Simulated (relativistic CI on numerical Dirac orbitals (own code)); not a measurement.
Computed by Dirac-Coulomb-Breit CI, orbitals from a KLI potential per configuration, model QED, unscaled Slater integrals (own radial code, finite nucleus).

Configurations in the expansion (outside the closed core 1s2): 2s, 2p, 3s, 3p, 3d, 4s, 4p, 4d, 4f, 5s, 5p, 5d, 5f, 5g, 6s, 6p, 6d. Levels of other configurations are missing.

At this charge energies of transitions that change n are usually good to better than 1 %, and those within a shell (Δn = 0) to a few per cent.

Outline of the computed level scheme of Dy LXIV. Lowest level of each configuration: 2s 2S_1/2 at 0.0 eV; 2p 2P°_1/2 at 161.2 eV; 3s 2S_1/2 at 8594.9 eV; 3p 2P°_1/2 at 8638.8 eV; 3d 2D_3/2 at 8918.4 eV; 4s 2S_1/2 at 11547.3 eV; 4p 2P°_1/2 at 11565.1 eV; 4d 2D_3/2 at 11682.5 eV; 4f 2F°_5/2 at 11715.8 eV.

Some strong electric-dipole decays among the lowest 15 levels: 3d 2D_5/2 → 2p 2P°_3/2 (1.1e+15 s⁻¹); 3d 2D_3/2 → 2p 2P°_1/2 (1.0e+15 s⁻¹); 3p 2P°_1/2 → 2s 2S_1/2 (4.4e+14 s⁻¹); 4d 2D_5/2 → 2p 2P°_3/2 (3.5e+14 s⁻¹); 4d 2D_3/2 → 2p 2P°_1/2 (3.4e+14 s⁻¹); 3p 2P°_3/2 → 2s 2S_1/2 (3.4e+14 s⁻¹); 4f 2F°_7/2 → 3d 2D_5/2 (2.3e+14 s⁻¹); 4f 2F°_5/2 → 3d 2D_3/2 (2.2e+14 s⁻¹).
